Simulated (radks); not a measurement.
The numbers below are computed, except where a source is named.
Fractional charge and spin in the 4p shell of palladium: the spin-up occupation runs from 2 to 3 and the spin-down occupation from 2 to 3; the fullest corner is Pd, [Ar] 3d10 4s2 4d10 4p(up 3, down 3). Code: a radial shooting solver on a logarithmic mesh with Libxc functionals. Model: scalar-relativistic Kohn-Sham, PBE, spin-polarised, spherical densities, point nucleus. Energy (eV) minus the two flat planes that join the four corners (they meet along the diagonal where the two added fractions sum to one electron); zero is where a piecewise linear energy would lie.

\begin{tabular}{lrrrrr}
down \ up & 2 & 2.25 & 2.5 & 2.75 & 3 \\ \hline
2 & 0.000 & -1.376 & -1.815 & -1.346 & 0.000 \\
2.25 & -1.376 & -1.746 & -1.209 & 0.205 & -1.152 \\
2.5 & -1.815 & -1.209 & 0.274 & -1.015 & -1.504 \\
2.75 & -1.346 & 0.205 & -1.015 & -1.436 & -1.102 \\
3 & 0.000 & -1.152 & -1.504 & -1.102 & 0.000 \\
\end{tabular}

Corners above the fullest one (they belong to Pd+ and the next ion): (up 3, down 2) 56.891 eV, (up 2, down 3) 56.891 eV, (up 2, down 2) 128.23 eV. With half an added electron in each spin the energy lies 0.274 eV from the planes, and with half an added electron in spin up alone -1.815 eV. The planes are only a guide here: the flat-plane condition holds for ground states with one frontier orbital, while this shell lies below other occupied shells, so the corners above the fullest one are inner-hole states and not the ground states of those ions.
